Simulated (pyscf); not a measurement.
Single points on ωB97X-D3(BJ)/def2-SVP structures (PySCF, gas phase). MP2 and CC: frozen core, UHF for open shells. ΔMP2 is the change of the MP2 total energy from the triple- to the quadruple-zeta basis.

Problem. Estimate the classical barrier height and the reaction energy of HO–SiH₂–O–SiH₃ (SMILES O[SiH2]O[SiH3]) → O=SiH₂ (SMILES O=[SiH2]) + HO–SiH₃ (SMILES O[SiH3]) at CCSD(T)/def2-TZVPP + ΔMP2(QZVPP). The step runs on the singlet surface, breaks H–O, O–Si and forms H–O; take the reactant's lowest minimum found as zero.

Solution. ΔE‡ = 58.1 kcal/mol, ΔE = +75.8 kcal/mol. Zero-point energy shifts the barrier by -1.8 kcal/mol. It is an elimination, with an imaginary mode of 398i cm⁻¹. On the product side the descent ends in an adduct with a O–Si contact, 22.0 kcal/mol under the separated species and 1.6 kcal/mol under the saddle at ωB97X-D3(BJ)/def2-TZVP. At CCSD(T) the saddle lies under the separated products, which points to a path from their complex (located at ωB97X-D3(BJ) alone), and parting the products costs more than the saddle. What is counted as broken (O–Si) persists as a longer contact in the product adduct; parting that adduct is a step of its own. This is the saddle that the search found; another between the same sides may lie lower. The CCSD(T) − MP2 part came from Ansatz, without density fitting, on the same reference.
